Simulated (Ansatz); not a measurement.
The cluster Li3Cl3. The state is a singlet with charge 0. Geometry PBE-D4/def2-SVP, basis def2-TZVP, Ansatz.

Cartesian coordinates in Å:
```
Li 2.1372 0.0119 0.3261
Li -0.6306 -1.1816 0.1342
Li -0.5763 1.1751 -0.3182
Cl -2.4305 -0.0146 -0.3707
Cl 0.5004 0.3317 1.7376
Cl 0.9998 -0.3226 -1.5089
```

```csv
run,HOMO (eV),LUMO (eV)
A,-7.17,-1.40
B,-10.27,0.20
C,-6.41,-1.04
D,-7.46,-1.14
E,-6.09,-1.68
```

LC-ωPBE has ω = 0.4 bohr⁻¹. B3LYP takes the VWN-RPA correlation. Another isomer (singlet) lies 0.49 eV lower at PBE0-D4/def2-TZVP; other spin states weren't run for this one.

Question: The runs used B3LYP, LC-ωPBE, PBE, PBE0, r2SCAN. Estimate which is which.

Answer: A B3LYP (20 % exact exchange); B LC-ωPBE (range-separated); C r2SCAN (0 % exact exchange); D PBE0 (25 % exact exchange); E PBE (0 % exact exchange). Exact exchange lowers occupied and raises empty levels; among semilocal functionals meta-GGAs tend to open the gap a little, and such runs are hard to tell apart. The gap grows from 4.40 eV (PBE) to 10.47 eV (LC-ωPBE).
